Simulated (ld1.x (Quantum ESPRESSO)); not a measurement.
## Li (Z = 3): one change to a TM potential, before and after

ld1.x (Quantum ESPRESSO) 7.5 input, shortened:

```
&input
   title='Li', zed=3., rel=1, dft='PZ', iswitch=3,
   config='[He] 2s1 2p0'
 /
 &inputp
   pseudotype=2, tm=.true., lloc=1,
   nlcc=.true., new_core_ps=.true., rcore=1.90
 /
2
2S  1  0   1.00   0.00  2.30  2.30  0.0
2P  2  1   0.00   0.00  4.20  4.20  0.0
 &test
   configts(1)='2s1 2p0'
 /
```

Change: all radii but the core radius scaled by about 1.39 (s 3.20, p 5.84 bohr).

Cutoffs: the cutoffs (Ry, on a coarse ladder) from which the occupation-weighted sum of valence levels, in a spherical-Bessel basis at the reference potential, stays within 10 and 1 mRy of its value at 400 Ry; they do not see the model core or the augmentation charge, which bear on the density cutoff. Errors are all-electron minus pseudo energies relative to the spin-unpolarised reference configuration.

What does the change do?

Both files are so soft that the ladder of cutoffs tells neither apart; of the 4 tests that both files solve, the error grows in 1 and shrinks in 3 by more than 15 % and 0.3 meV (median size 1.1 → 0.5 meV); neither file shows a bound ghost.

| quantity | base | changed |
| --- | --- | --- |
| cutoff, loose | 6 Ry | 6 Ry |
| cutoff, tight | 6 Ry | 6 Ry |
| bound ghosts | none | none |
| error for 2s0.5 2p0, meV [ΔE 2.04 eV] | +0.8 | +0.4 |
| error for 2s0 2p1, meV [ΔE 1.75 eV] | -4.6 | -18 |
| error for 2s1 2p0 (spin-polarised), meV [ΔE -0.23 eV] | +1.4 | -0.4 |
| error for 2s0.5 2p0 (spin-polarised), meV [ΔE 1.95 eV] | +0.9 | -0.5 |
